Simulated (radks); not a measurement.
Task: The europium ion Eu+, configuration [Xe] 4f7 6s1. Method: scalar-relativistic Kohn-Sham, SCAN, spin-unpolarised, spherical densities, finite nucleus; meta-GGA in the generalised Kohn-Sham scheme; Fermi nuclear charge, rms radius 5.1115 fm; computed with a radial shooting solver on a logarithmic mesh with Libxc functionals. Some entries of the table are withheld. Estimate them.

orbital,occ.,eigenvalue (eV),<r^2> (bohr^2),<r> (bohr)
1s,2,-48442.19,0.0006794,0.02232
2s,2,(1),(2),0.09506
2p,6,(3),0.008592,0.08389
3s,2,-1770.754,0.07092,0.2491
3p,6,-1496.816,0.07116,0.2478
3d,10,-1131.021,0.06006,(4)
4s,2,-360.3733,0.3614,0.5660
4p,6,-269.8024,0.4084,0.5993
4d,10,-143.4128,0.4976,0.6547
5s,2,-52.0302,2.146,1.380
5p,6,-30.6005,2.998,(5)
4f,7,(6),1.287,0.9666
6s,1,-8.5206,17.05,3.898

Result: 
(1) 2s eigenvalue (eV): -7982.007
(2) 2s <r^2> (bohr^2): 0.01067
(3) 2p eigenvalue (eV): -7108.304
(4) 3d <r> (bohr): 0.2260
(5) 5p <r> (bohr): 1.623
(6) 4f eigenvalue (eV): -8.7114
